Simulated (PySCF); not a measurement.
## TeP⁺ at TPSS

Level: TPSS. basis Te def2-SVPD with ECP28, P def2-SVPD; scalar-relativistic core potentials; PySCF 2.14.

* state: ¹Σ⁺ (singlet), closed shell
* bond length: 2.193 Å
* harmonic wavenumber: 531 cm⁻¹
* force constant: 4.15 mdyn/Å
* rotational constant Be: 0.1401 cm⁻¹
* anharmonicity ωexe: 1.34 cm⁻¹
* vibration–rotation constant αe: 0.000481 cm⁻¹
* well depth De to Te⁺ + P: 100.6 kcal/mol
* dissociation energy D0: 99.9 kcal/mol
* HOMO–LUMO gap: 3.13 eV
* bond order (Mayer): 2.97
* dipole moment (positive dipole points towards P; it is taken about the centre of mass and depends on that origin): 1.66 D

Spin–orbit coupling is left out, which matters for elements this heavy, above all for dissociation energies. For an ion De counts to the pair picked by the measured ionisation energies or electron affinities, which need not be the lowest pair at this level.
